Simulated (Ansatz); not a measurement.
Ansatz results at the PBE0-D4/def2-TZVP geometry: LUMO energy (PBE0/def2-TZVPP) -2.61 eV; HOMO energy (B3LYP/def2-TZVPP) -8.32 eV; HOMO–LUMO gap (B3LYP/def2-TZVPP) 5.52 eV.

Each molecule was computed in one conformer, which needn't be the lowest.

Which molecule gave them?
A. `[NH2][Ta](=[O])([F])[F]`
B. `[NH]=[Ta]([NH2])([NH2])[Cl]`
C. `[O]=[Ta]([OH])([OH])[Cl]`
D. `[OH][Ta]([OH])([Cl])([Cl])[Cl]`

D. The others give `[O]=[Ta]([OH])([OH])[Cl]`: -1.41, -8.79, 7.14; `[NH2][Ta](=[O])([F])[F]`: -1.11, -8.63, 7.24; `[NH]=[Ta]([NH2])([NH2])[Cl]`: -0.48, -7.22, 6.52.

B3LYP here is the variant with VWN-RPA as its local correlation; programs differ in this.
